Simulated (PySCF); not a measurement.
Species: C₄H₆N₂OS.
Structure used (GFN2-xTB), in Å, numbered top down from 1:
```
atom  x, y, z in Å
C1     2.4189   -0.2663   -0.0391
O2     1.0555   -0.5987   -0.1776
C3     0.1746    0.3620    0.1081
S4     0.5495    1.9674    0.6172
N5    -1.0784    2.3393    0.7031
N6    -1.8188    1.3799    0.3890
C7    -1.2081    0.2403    0.0453
C8    -1.9593   -0.9843   -0.3413
H9     2.6915    0.5550   -0.7097
H10    2.9788   -1.1613   -0.3019
H11    2.6455    0.0265    0.9909
H12   -2.6160   -0.7703   -1.1819
H13   -1.2603   -1.7692   -0.6154
H14   -2.5742   -1.3207    0.4913
```

Computed, not measured: TDDFT CAM-B3LYP/def2-SVPD, vertical, gas phase, core orbitals frozen in the response (PySCF 2.14.0, density-fitted response routines). GFN2-xTB frequencies show an imaginary mode (33i cm⁻¹), so this geometry is no minimum at that level.

Transition dipole moments from the ground state, in atomic units and in the frame of the coordinates above (overall signs are arbitrary), for the states with f of 0.002 or more among the lowest 8:

```csv
state,E (eV),μx,μy,μz
S1,4.281,-0.003,-0.045,0.144
S2,5.162,-0.577,0.449,0.130
S4,5.709,-0.462,0.429,0.126
S6,6.485,0.038,0.051,-0.101
S7,6.510,-0.298,-0.161,-0.072
S8,6.740,0.005,0.043,-0.139
```

Question: Work out the oscillator strengths.

Answer: f = (2/3) ΔE |μ|² with ΔE in hartree (27.2114 eV).

| state | \|μ\|² (au) | \|μ\| (D) | f |
| --- | --- | --- | --- |
| S1 | 0.023 | 0.38 | 0.002 |
| S2 | 0.551 | 1.89 | 0.070 |
| S4 | 0.414 | 1.63 | 0.058 |
| S6 | 0.014 | 0.30 | 0.002 |
| S7 | 0.120 | 0.88 | 0.019 |
| S8 | 0.021 | 0.37 | 0.003 |

Question: Which bond between heavy atoms lies closest to the direction of the S2 transition dipole?

Answer: O2–C3, at 10° from it; next N6–C7 at 24°.

Question: What angle do the transition dipoles of S4 and S7 make?

Answer: |cos θ| = |μa·μb| / (|μa| |μb|) = 0.27, so θ ≈ 75° (taken between 0 and 90°, since the signs are arbitrary).

Question: What peak molar absorption coefficient would the strongest computed level give as a lone Gaussian band 0.4 eV wide at half height?

Answer: ε(max) = 2.175×10⁸ f / FWHM, with the width in cm⁻¹. S2: 2.175×10⁸ × 0.0697 / 3226 ≈ 4700 L mol⁻¹ cm⁻¹.

One conformer stands for the species.
